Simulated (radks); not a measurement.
Problem. The mean radii <r> (bohr) of the occupied orbitals of an atom or ion are listed with their occupations. Calculated with a radial shooting solver on a logarithmic mesh with Libxc functionals: scalar-relativistic Kohn-Sham, PBEsol, spin-polarised, spherical densities, finite nucleus; Fermi nuclear charge, rms radius of each element as measured or else 0.836 A^(1/3) + 0.57 fm.

| orbital | occ. | <r> |
|---|---|---|
| 1s up | 1 | 0.04411 |
| 1s down | 1 | 0.04411 |
| 2s up | 1 | 0.1956 |
| 2s down | 1 | 0.1953 |
| 2p up | 3 | 0.1708 |
| 2p down | 3 | 0.1705 |
| 3s up | 1 | 0.5287 |
| 3s down | 1 | 0.5307 |
| 3p up | 3 | 0.5265 |
| 3p down | 3 | 0.5291 |
| 3d up | 3 | 0.4953 |

Name the element and its charge. Open shells, if any, are filled with parallel spins first.

Solution. Z = 34, selenium, charge +13: Se13+ in [Ar] 3d3. The 1s radius gives Z: for a bare nucleus <r> = (2 gamma + 1)/(2Z) with gamma = sqrt(1 - (Z/c)^2), 0.0432 bohr for Z = 34, and screening makes it slightly larger (0.04411 here). The occupations add up to 21, and the charge is Z minus that.
